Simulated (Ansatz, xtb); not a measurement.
**ClGeH5OSi: 4 structures ranked**

4 gas-phase structures of ClGeH5OSi, found in a search over its isomers (lower ones may exist). Each was relaxed with GFN2-xTB; where two conformers were screened, the lower at r2SCAN-D4/def2-SVP is listed:

A. `O[Si@H](Cl)[GeH3]`, a singlet
B. `Cl[SiH2][O][GeH3]`, a singlet
C. `O[SiH2][GeH2][Cl]`, a singlet
D. `[SiH3][O][GeH2][Cl]`, a singlet

Q: Make a reasoned guess at their ranking by r2SCAN-D4/def2-SVP single-point energy.

A: Calculated order at r2SCAN-D4/def2-SVP: B (0.0), A (5.7), D (6.6), C (14.7) kcal/mol. Less than 1 kcal/mol parts A and D, so the order within that pair means little.

Energies above the lowest of each column, in kcal/mol; the last columns are at PBE0-D3(BJ)/pcseg-1 geometries (a dash: not run or not comparable):

```
structure  GFN2-xTB  HF/STO-3G  r2SCAN-D4/def2-SVP  PBE0-D3(BJ)/pcseg-1  CCSD(T)/def2-SVP + ΔMP2/def2-TZVPP
        B       6.6        0.0                 0.0                  0.0                                 0.0
        A      22.8        3.4                 5.7                  0.9                                 7.7
        D       0.0        2.4                 6.6                  7.4                                 6.9
        C      15.3       10.4                14.7                  8.5                                   –
```

CCSD(T)/def2-SVP + ΔMP2/def2-TZVPP puts B lowest of those it was run on; GFN2-xTB picks D. CCSD(T)/def2-SVP + ΔMP2/def2-TZVPP orders those it was run on as B (0.0), D (6.9), A (7.7) kcal/mol. Less than 1 kcal/mol parts D and A, so the order within that pair means little. Flexible structures stand in one conformer each, not always the lowest. Frequencies (PBE0-D3(BJ)/pcseg-1) were run for A, B, D alone. The ΔMP2 step shifts differences by up to 3.7 kcal/mol, which makes them less sure. ΔMP2 is the change of the MP2 energy from the smaller to the larger basis.

Over these structures GFN2-xTB departs from r2SCAN-D4/def2-SVP by 7.4 kcal/mol on average once a common shift is removed. A GFN2-xTB relaxation took about 0.11 s and the r2SCAN-D4/def2-SVP energy about 1.2 s on a shared host (Ansatz 0.2.0, xtb 6.7.1).
